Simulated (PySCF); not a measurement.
Delta-SCF ions had no search for a lower state. Excitations are Tamm–Dancoff values on a coarser integration grid. The basis has no diffuse functions, so Rydberg states are missing or too high.

**H₃InO₂, SMILES `[OH][InH][OH]` (H–O–In–O torsion 0°, O–In–O–H torsion 0°) (charge 0, multiplicity 1)**

Level of theory: M06-2X/def2-TZVP // B3LYP-D3(BJ)/def2-TZVP run with PySCF 2.14.0.

* **HOMO**: -10.07 eV
* **dipole moment**: 0.31 D
* **HOMO–LUMO gap**: 9.39 eV
* **LUMO**: -0.68 eV
* **S1 excitation (TDA)**: 5.98 eV
* **S1 oscillator strength**: 0.000
* **brightest of the four lowest singlets (TDA)**: 6.53 eV
* **T1 excitation (TDA)**: 5.57 eV
* **S1–T1 gap (TDA)**: 0.41 eV
* **vertical ionisation energy (Delta-SCF)**: 11.08 eV
* **total energy**: -342.3471 Ha
* **cost**: about 4 core-minutes (a rough figure)

```xyz
6

O     -1.6067    -0.5554     0.0243
In    -0.1037     0.7632     0.0114
O      1.6965    -0.1059    -0.0340
H     -1.3161    -1.4732     0.0079
H     -0.3313     2.4393     0.0362
H      1.6612    -1.0680    -0.0459
```
